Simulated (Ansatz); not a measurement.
Consider the ligand exchange at a B–O bond: `BOB(N)Cl` + `[OH][GeH3]` → `NB(Cl)[O][GeH3]` + `BO`.

Isolated molecules relaxed with PBE0-D4/def2-TZVP in Ansatz; ΔE leaves out vibrations. CCSD(T)/CBS is the MP2 limit (def2-TZVPP, def2-QZVPP) plus CCSD(T) − MP2 in def2-TZVPP, frozen cores. This one scheme is used for every species. For Ge outer-core shells are correlated without core-valence functions, which leaves a few kJ/mol of doubt a bond. Scalar relativity is left out up to krypton. One conformer a species, not always the lowest.

```json
{"level": "MP2/def2-QZVPP", "ΔE (kJ/mol)": "-22.4"}
{"level": "CCSD/CBS(def2)", "ΔE (kJ/mol)": "-20.9"}
```

What does CCSD(T)/CBS give? (Estimate.)

The calculation gave: -21.8 kJ/mol. The listed levels differ from it by -0.6, 0.9 kJ/mol.

What do rigid-rotor, harmonic-oscillator terms from PBE0-D4/def2-TZVP frequencies (298.15 K, 1 bar) make of the CCSD(T)/CBS value? (An estimate is asked.)

Computed: ΔZPE = +1.7 kJ/mol, ΔH = -19.8 kJ/mol, ΔS = -10 J/(mol·K), ΔG = -16.8 kJ/mol. Modes under 50 cm⁻¹ make the entropy rough.

Largest T1 diagnostic among the species: 0.014.

In def2-TZVPP, CCSD(T) changes the Hartree–Fock value by −5.9 kJ/mol (the triples alone add −1.0 kJ/mol) and MP2 by −5.6 kJ/mol. At CCSD(T), def2-SVP lies −5.6 kJ/mol from the extrapolated value and def2-TZVPP −2.0 kJ/mol.
